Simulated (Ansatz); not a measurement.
Ansatz (a quantum-chemistry and plane-wave program) input (B3LYP-D3(BJ)/def2-TZVP):

Ansatz 0.2 input:
```yaml
crystal:
  periodic: [false, false, false]
  atoms:
    - {symbol: Si, position_ang: [0.22678079, -0.45908886, -0.19147064]}
    - {symbol: N, position_ang: [1.29029989, 0.79146810, -0.51552049]}
    - {symbol: N, position_ang: [-1.19418825, 0.18750160, 0.58965241]}
    - {symbol: H, position_ang: [0.84308743, -1.34863591, 0.80743605]}
    - {symbol: H, position_ang: [-0.32516885, -1.26401602, -1.29067653]}
    - {symbol: H, position_ang: [1.79919749, 0.88553457, -1.37958976]}
    - {symbol: H, position_ang: [-1.35170221, -0.01255154, 1.56345247]}
    - {symbol: H, position_ang: [-1.41743648, 1.15234398, 0.40514850]}
basis:
  gaussian:
    orbitals: def2-TZVP
hamiltonian:
  xc: b3lyp
  dispersion: d3bj
magnetization: {spin_polarized: true, initial_magnetization: 1}
relax: {f_tol: 0.002, max_steps: 150}
```

End of the output:

```
mean field: 0.49 GiB planned
mean field evaluation 128: about -10940.7059 eV, gradient 1.5e0 eV
mean field -10940.74206866 eV, -402.0648551218 hartree, gradient 4.7e-5 eV, S^2 0.753660; 3 other end points of the search recorded, 0 dependent functions left out
the calculation of the forces begins
reference -10940.74230075 eV, -402.0648636512 hartree; 17, 16 occupied and 112, 113 virtual orbitals, 791 factors
Total energy: -10940.97378716 eV, -402.0733706197 hartree
Atom 0 at     0.155989    -0.374949    -0.180752 Å, force    -0.000167     0.000225     0.000958 eV/Å
Atom 1 at     1.298631     0.884883    -0.607545 Å, force    -0.000112    -0.000235    -0.000025 eV/Å
Atom 2 at    -1.189536     0.146318     0.736228 Å, force    -0.000863     0.000271    -0.000196 eV/Å
Atom 3 at     0.886513    -1.383633     0.628574 Å, force     0.000355    -0.000094    -0.000786 eV/Å
Atom 4 at    -0.361203    -0.954844    -1.446580 Å, force     0.000256    -0.000247     0.000117 eV/Å
Atom 5 at     2.092248     0.540793    -1.155928 Å, force     0.000438     0.000037    -0.000217 eV/Å
Atom 6 at    -1.084327     0.392183     1.708103 Å, force     0.000023    -0.000015    -0.000001 eV/Å
Atom 7 at    -1.927444     0.681806     0.306331 Å, force     0.000069     0.000058     0.000150 eV/Å
Dipole moment:    -0.065460    -0.058083     0.027314 e Å
```

It need not be the lowest isomer of its formula.
